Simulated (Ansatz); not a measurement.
Complex (SMILES): C (CH4) with [H][H] (H2), atoms 1 to 5 the first; geometry from B3LYP-D3(BJ)/def2-TZVP, monomers rigid:
```xyz
7

C     -0.1244    -0.1244     0.1342
H      0.5271     0.4868     0.7574
H     -0.8183    -0.6760     0.7670
H      0.4773    -0.8263    -0.4418
H     -0.6845     0.5170    -0.5450
H      1.8534     1.4427    -1.6637
H      2.3267     1.8195    -2.0969
```

Interaction energy at wB97M-V with Ansatz (a program for electronic structure), kcal/mol, without and with the counterpoise correction (monomers among the partner's ghost functions). All functions are spherical. The program fits the integrals of some runs and decomposes those of others, by size. The functional holds VV10 correlation; no added dispersion term, no relativity. Reference, counterpoise-corrected: the value in aug-pcseg-3, -0.22.

```csv
basis,functions,uncorrected,counterpoise,counterpoise correction,mean of both
STO-3G,11,-0.21,-0.12,0.09,-0.17
3-21G,21,-0.46,-0.24,0.22,-0.35
pcseg-0,21,-0.33,-0.29,0.04,-0.31
6-31G,21,-0.35,-0.22,0.13,-0.28
6-311G**,54,-0.28,-0.26,0.02,-0.27
def2-TZVPP,115,-0.24,-0.22,0.02,-0.23
jun-cc-pV(T+d)Z,123,-0.24,-0.22,0.02,-0.23
aug-cc-pVTZ,184,-0.23,-0.21,0.01,-0.22
```

The corrected value lies nearer the reference in 6 of 8 rows.
